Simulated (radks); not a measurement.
Results of a calculation; reference values are marked as such.
Question: Os2+, configuration [Xe] 4f14 5d5.25 6p0.75 (fractional occupations, a model configuration). Level of theory: Dirac Kohn-Sham, PBE, spin-unpolarised, spherical densities, point nucleus; open shells are shared between the two j in proportion to 2j + 1 (a radial shooting solver on a logarithmic mesh with Libxc functionals). Some entries of the table are withheld. Estimate them.

| orbital | occ. | eigenvalue (hartree) | <r> (bohr) | <r^2> (bohr^2) |
|---|---|---|---|---|
| 1s1/2 | 2 | -2711.769 | 0.01773 | 0.0004332 |
| 2s1/2 | 2 | -472.5575 | 0.07424 | 0.006582 |
| 2p1/2 | 2 | -452.3976 | 0.06130 | 0.004684 |
| 2p3/2 | 4 | -396.1185 | 0.06950 | 0.005880 |
| 3s1/2 | 2 | (1) | 0.1933 | 0.04288 |
| 3p1/2 | 2 | -101.5468 | 0.1835 | 0.03926 |
| 3p3/2 | 4 | -89.27353 | 0.1986 | 0.04577 |
| 3d3/2 | 4 | -74.22628 | 0.1734 | 0.03533 |
| 3d5/2 | 6 | -71.56828 | 0.1781 | 0.03711 |
| 4s1/2 | 2 | -23.93260 | 0.4317 | 0.2106 |
| 4p1/2 | 2 | -20.15739 | (2) | 0.2163 |
| 4p3/2 | 4 | -17.27474 | (3) | 0.2505 |
| 4d3/2 | 4 | -11.08860 | 0.4825 | 0.2696 |
| 4d5/2 | 6 | -10.55474 | 0.4938 | 0.2823 |
| 5s1/2 | 2 | -4.11718 | 1.005 | 1.134 |
| 5p1/2 | 2 | -2.95158 | 1.096 | 1.357 |
| 4f5/2 | 6 | -2.72683 | 0.5522 | 0.3758 |
| 4f7/2 | 8 | -2.62369 | 0.5603 | 0.3873 |
| 5p3/2 | 4 | -2.49820 | 1.193 | 1.609 |
| 5d3/2 | 2.1 | -0.96792 | 1.623 | 3.073 |
| 5d5/2 | 3.15 | -0.92332 | 1.675 | 3.271 |
| 6p1/2 | 0.25 | -0.58718 | 3.059 | 10.52 |
| 6p3/2 | 0.5 | -0.53609 | 3.301 | 12.23 |

Answer: 
(1) 3s1/2 eigenvalue (hartree): -110.5486
(2) 4p1/2 <r> (bohr): 0.4357
(3) 4p3/2 <r> (bohr): 0.4693
